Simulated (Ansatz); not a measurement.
Reactions of `CCCC(=O)N(C)C`.

Isolated molecules relaxed with PBE0-D4/def2-TZVP in Ansatz; ΔE leaves out vibrations. CBS: MP2 limit from def2 TZ/QZ plus the TZ coupled-cluster correction, frozen cores. This one scheme is used for every species. Triplets are unrestricted, without spin–orbit coupling. Each species was taken in one conformer, which may not be the lowest.

Task: Order these by ΔE at CCSD(T)/CBS, lowest first. (Estimate.)
A. `CCCC(=O)N(C)C` + H₂ → `CCC(=O)N(C)C` + CH₄
B. `CCCC(=O)N(C)C` + `CC` → `CCC(=O)N(C)C` + `CCC`
C. `CCCC(=O)N(C)C` → `CCC(=O)N(C)C` + `[CH2]` (triplet)
D. `CCCC(=O)N(C)C` + H₂O → `CCCC(=O)O` + `CNC`

Result: A (-15.3 kcal/mol), B (+0.8 kcal/mol), D (+5.2 kcal/mol), C (+104.9 kcal/mol).

Largest T1 diagnostic: 0.013, for `CCCC(=O)O`.
